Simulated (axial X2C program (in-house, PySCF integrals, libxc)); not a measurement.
**Spectroscopic constants of CsC⁻**

Computed with an in-house all-electron X2C program for linear molecules (integrals from PySCF). Spin-free means the one-electron spin-free X2C Hamiltonian; two-component (2c) means X2C with spin–orbit coupling and atomic mean-field two-electron Coulomb and Gaunt terms, so the difference of the two also holds small scalar two-electron terms. Basis: Cs dyall-acv3z [16s16p10d4f1g], C dyall-av3z [8s7p3d2f] (cores contracted in-house); Gaussian nuclei, density fitting, unrestricted open shells. Masses: Cs 132.905 u, C 12.000 u.

State, spin-free: M_S = 1, Λ = 0 (beyond evenly filled blocks: π+α, π-α); electrons by block: σα: 14, σβ: 14, π+α: 7, π+β: 6, π-α: 7, π-β: 6, δ+α: 2, δ+β: 2, δ-α: 2, δ-β: 2. Fragments: Cs + C-.

State, 2c: Ω = 1 (⟨Sz⟩ = 1.00, ⟨Lz⟩ = 0.00 at PBE0); electrons by block: 1/2: 20, -1/2: 21, 3/2: 9, -3/2: 8, 5/2: 2, -5/2: 2. Fragments: Cs + C-.

| Hamiltonian | level | Re (Å) | ωe (cm⁻¹) | ωexe (cm⁻¹) | αe (cm⁻¹) | De (eV) | D0 (eV) | μ (D) |
| --- | --- | --- | --- | --- | --- | --- | --- | --- |
| spin-free | PBE0 | 2.850 | 246.8 | 1.9 | 0.00187 | 1.45 | 1.44 | 3.13 |
| spin-free | HF | 2.970 | 239.0 | 1.73 | 0.00166 | 1.45 | 1.44 | 4.27 |
| spin-free | CCSD | 2.911 | 241.4 | 1.71 | 0.00167 | 1.39 | 1.37 | n/a |
| spin-free | CCSD(T) | 2.905 | 241.8 | 1.65 | 0.00166 | 1.35 | 1.34 | n/a |
| spin-free | B3LYP | 2.904 | 231.2 | 1.89 | 0.0019 | 1.29 | 1.28 | 1.80 |
| 2c | PBE0 | 2.848 | 247.0 | 1.9 | 0.00187 | 1.46 | 1.44 | 3.15 |
| 2c | HF | 2.968 | 239.1 | 1.73 | 0.00166 | 1.45 | 1.44 | 4.27 |
| 2c | CCSD | 2.910 | 241.5 | 1.75 | 0.00174 | 1.39 | 1.37 | n/a |
| 2c | CCSD(T) | 2.903 | 241.9 | 1.74 | 0.00175 | 1.35 | 1.34 | n/a |
| 2c | B3LYP | 2.902 | 231.3 | 1.89 | 0.0019 | 1.30 | 1.28 | 1.82 |

Correlated methods: 14 electrons correlated (number of frozen shells: Cs 4 s, 3 p, 2 d; C 1 s), 316 virtual spin orbitals or spinors in MP2, 90 natural virtuals in coupled cluster.

Dipoles are positive if C is the positive end and refer to the centre of mass.

One determinant describes the state; a PBE0 search over occupations chose it and may have missed a lower one. De is counted from the lowest determinant-based energies of the atoms at the same level, without counterpoise correction. Density functionals use the spin component along the axis (collinear). Coupled cluster ran in a truncated set of natural virtual spinors; the MP2 energy of the rest was added. (T) has no such correction and the atoms are truncated less, which lowers De at CCSD(T) by a hundredth of an eV or more. Other states lie close and PBE0, whose exact exchange favours high spin, may order them wrongly; the determinant shown need not be the ground state. The nearest other spin-free determinant of the search, M_S = 2, Λ = 0, lies 0.015 eV up at the distance of the search. The functionals have no current-density term, which raises determinants with orbital currents, atoms included. With several unpaired electrons one determinant need not be a pure state. Open-shell Ω = 0 determinants with evenly filled partner blocks cannot be reached by this program, so the Ω shown need not be the lowest component. This is the Ω = 1 component of a π² triplet; the 0⁺ component is not one determinant and can lie lowest. The highest occupied level of some functionals is positive through self-interaction error; at Hartree–Fock it is bound. The determinant is spin-polarised beyond a pure state at some levels (its spin-free form has ⟨S²⟩ too high), which makes Re and μ there less reliable. Hartree–Fock gets electron affinities wrong, so its lowest charge split need not be the true one.

No reliable constants came from MP2 (2c), MP2 (spin-free): no minimum in range, unconverged points, a curve that is not smooth, a change of character along it, or the two Hamiltonians disagreeing along it.

Rough cost a point (2c) on 1 thread(s) of a shared host, integrals apart: PBE0 1.3 s, HF 0.8 s, CCSD(T) 8 s, B3LYP 1.5 s.

The whole task took 4.3 min on 1 thread of Arm Neoverse V1 (shared host).
